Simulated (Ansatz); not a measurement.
Cartesian coordinates (Å):
SMILES: [OH][In]([OH])[OH]
```xyz
7

O     -0.5280    -1.9153     0.0860
In    -0.0001    -0.0003     0.0000
O      1.9137     0.4954    -0.2123
O     -1.3859     1.4200     0.1263
H     -1.4803    -2.0225     0.1895
H      2.4838    -0.2803    -0.2613
H     -1.0032     2.3030     0.0717
```
Charge 0, spin multiplicity 1.

The numbers are results of frozen-core CCSD(T)/def2-TZVPP // B3LYP-D3(BJ)/def2-TZVP in Ansatz (a program for electronic structure), not measurements.

* **HF energy**: -415.69155 Ha
* **MP2 correlation energy**: -1.02188 Ha

### Question
Estimate the CCSD correlation energy, the (T) correction, the total energy and the T1 diagnostic.

### Answer

```json
{
  "CCSD correlation energy": "-1.01468 Ha",
  "(T) correction": "-0.03661 Ha",
  "CCSD(T) total energy": "-416.74284 Ha",
  "T1 diagnostic": "0.018"
}
```
